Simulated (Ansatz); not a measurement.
One change: `B[Se]C` becomes `B[Te]C`.

Ansatz, PBE0-D4/def2-TZVP geometries, multiplicity 1. 

Elements past krypton have def2 core potentials. Scalar relativity is left out up to krypton.

| property | `B[Se]C` |
| --- | --- |
| zero-point energy (PBE0-D4/def2-TZVP) / kJ/mol | 154.0 |
| size of the dipole moment (B3LYP/def2-TZVPP) / D | 1.59 |
| HOMO energy (B3LYP/def2-TZVPP) / eV | -7.19 |
| HOMO–LUMO gap (PBE0/def2-TZVPP) / eV | 6.20 |
| HOMO energy (ωB97M-V/def2-TZVPP) / eV | -9.55 |
| size of the dipole moment (ωB97M-V/def2-TZVPP) / D | 1.54 |

**Question.** Give the same properties after the change, and the shifts. (Estimate.)

**Answer.** Ansatz gave: 
```tsv
property	`B[Te]C`	shift
zero-point energy (PBE0-D4/def2-TZVP) / kJ/mol	150.6	-3.4
size of the dipole moment (B3LYP/def2-TZVPP) / D	1.42	-0.17
HOMO energy (B3LYP/def2-TZVPP) / eV	-6.61	0.58
HOMO–LUMO gap (PBE0/def2-TZVPP) / eV	5.35	-0.85
HOMO energy (ωB97M-V/def2-TZVPP) / eV	-8.85	0.70
size of the dipole moment (ωB97M-V/def2-TZVPP) / D	1.32	-0.22
```

With PBE0 the HOMO rises by 0.60 eV and the LUMO falls by 0.25 eV, so the gap narrows by about 0.85 eV. PBE moves the HOMO by 0.49 eV and ωB97M-V by 0.70 eV. Dipoles are sizes alone; their direction can turn.

B3LYP here is the variant with VWN-RPA as its local correlation; programs differ in this.

Spin–orbit coupling is left out; it splits and shifts lone-pair levels of the heavy atoms by tenths of an eV.
